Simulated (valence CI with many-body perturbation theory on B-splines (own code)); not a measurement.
**Hyperfine factors and g values of Mo XX**

Computed by configuration interaction combined with many-body perturbation theory (CI+MBPT): five valence electrons over a frozen Dirac-Fock core [Ar], a basis of 7 s, 7 p, 8 d, 6 f, 4 g, 1 h functions for each j, with the one-electron correlation potential Σ1 (screened to all orders), the two-electron term Σ2, the three-electron term Σ3, Breit, model QED; selected single and double excitations, second order for the rest (own B-spline code, finite nucleus).

No measured levels were compared; by estimate terms of the open shell hold to 2 to 4 % of their energy, and close levels can change places. Core correlation moves these levels by up to 12000 cm⁻¹, and in measured spectra 5 to 20 % of such shifts remained as error; rates that hang on mixing are uncertain with them. Only levels of the ground parity were solved; by the run's estimate the other parity begins above the list, which can be wrong where configurations are misplaced.

A/g_I is the dipole constant over the nuclear g factor μ/I (μ in nuclear magnetons, uniformly magnetised nucleus), B/Q the quadrupole constant per barn. Both hold the static response of the core; the bare values leave it out. Large factors of s and p1/2 electrons are usually good to 5 to 10 %; those of open d and f shells near neutrality can be off by tens of per cent, and small factors of p3/2, d and f electrons come from cancelling terms and can be off by a factor of two or in sign, in half-filled shells by more. B is blank for J = 1/2, where it vanishes, and for nearly pure S terms. Energies count from the lowest level.

Names give the largest LS component (configuration and term), which can be under half, so a name can repeat, a term be missing and a line seem to break the LS rules; names also repeat where a configuration has a term twice. Letters in brackets count levels of one name in rising energy.

```
         Level  E (cm⁻¹)      g  A/g_I (MHz)  A/g_I bare  B/Q (MHz/b)  B/Q bare
    3d5 6S_5/2         0  1.971         -537         140                       
3d5 4G_5/2 [a]     85543  0.998         5180        5220         5730      5880
    3d5 4G_7/2     96852  1.033         5450        5510         3650      3750
   3d5 4G_11/2     97983  1.249         5410        5610         -100      -100
3d5 4G_5/2 [b]    100410  1.083         4380        4470         2810      2890
    3d5 4G_9/2    100900  1.169         5150        5290         2710      2790
    3d5 4P_3/2    101590  1.457         4530        4860         4770      4890
    3d5 4P_1/2    109790  1.994        -2450       -1740                       
    3d5 4D_7/2    120600  1.361         3400        3680         2240      2290
    3d5 4D_5/2    129590  1.342         4670        4930        -1500     -1540
    3d5 4D_1/2    132360  0.644        11500       11300                       
    3d5 4D_3/2    135900  1.365         5300        5570        -2270     -2330
   3d5 2I_11/2    140180  0.965         6480        6490          733       752
   3d5 2I_13/2    148700  1.074         6330        6420        -24.5     -21.7
3d5 2F_7/2 [a]    153350  1.130         6380        6500        -5760     -5910
3d5 2D_3/2 [a]    154060  0.682         9520        9340         -723      -738
3d5 2F_5/2 [a]    154430  1.099         4670        4770         1790      1850
3d5 2G_9/2 [a]    156860  1.182         5070        5230         22.1      12.5
    3d5 4F_5/2    170080  1.028         6130        6190        -5980     -6130
    3d5 2H_9/2    176040  1.082         5920        6010         1430      1460
3d5 2F_7/2 [b]    180490  1.139         5500        5630         -506      -520
    3d5 4F_3/2    184070  0.611         9820        9590        -1190     -1220
3d5 2G_7/2 [a]    187060  0.989         7220        7250        -4530     -4660
3d5 2F_5/2 [b]    192500  0.957         5280        5290         3500      3600
   3d5 2H_11/2    196390  1.065         6200        6270         -687      -701
3d5 2F_7/2 [c]    203020  1.145         5990        6120         61.9      70.4
3d5 2G_9/2 [b]    203040  1.083         5760        5850         -479      -496
3d5 2F_5/2 [c]    211030  1.034         5810        5870        -2600     -2660
    3d5 2S_1/2    212900  1.975        -1040        -363                       
3d5 2D_3/2 [b]    237140  0.808         7550        7460        -2570     -2640
3d5 2D_5/2 [a]    247250  1.155         5110        5250        -1620     -1660
3d5 2G_9/2 [c]    264040  1.109         5670        5770        -3670     -3760
3d5 2G_7/2 [b]    268600  0.901         7520        7490         4810      4940
    3d5 2P_3/2    311440  1.263         5350        5550        -5530     -5680
    3d5 2P_1/2    320270  0.713          650         519                       
3d5 2D_5/2 [b]    345830  1.197         4430        4600        -2270     -2330
3d5 2D_3/2 [c]    352450  0.861         9990        9930         7520      7710
```

Q: Take the isotope of mass number 95, with I = 5/2, μ = -0.9132 μN and Q = -0.022 b. What is the hyperfine structure of 3d5 4G_9/2?

A: From the table A = -1880 MHz, B = -59.6 MHz. Shifts from the centre of gravity in MHz: F = 2: 25800, F = 3: 20200, F = 4: 12700, F = 5: 3310, F = 6: -7980, F = 7: -21200.
